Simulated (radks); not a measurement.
Task: Ionisation of the scandium ion Sc2+, [Ar] 3d1, to [Ar] as the strength of local exchange is varied. All-electron calculation, scalar-relativistic Kohn-Sham, Slater X-alpha exchange (alpha = 2/3 is LDA exchange), no correlation, spin-polarised, spherical densities, point nucleus; open shells are filled with parallel spins first. Program: a radial shooting solver on a logarithmic mesh with Libxc functionals.

alpha  E(Sc2+) (hartree)  exchange (hartree)  IE (eV)  -e of the level emptied (eV)  <r> of it (bohr)
0.655         -759.37186           -34.49257   23.636                   17.031 (3d)             1.604
0.667         -760.00428           -35.14973   23.852                   17.220 (3d)             1.594
0.978         -776.55235           -52.49192   29.847                   22.611 (3d)             1.396
0.994         -777.41188           -53.40024   30.176                   22.913 (3d)             1.388
x             -759.26650           -34.38313   23.601                   17.000 (3d)             1.605

Which alpha was used in the last row?

Result: alpha = 0.653. NIST Atomic Spectra Database: 24.757 eV (measured). The Delta-SCF value meets it near alpha = 0.71. Open shells are spherical and high-spin; term and fine-structure splittings are not resolved.
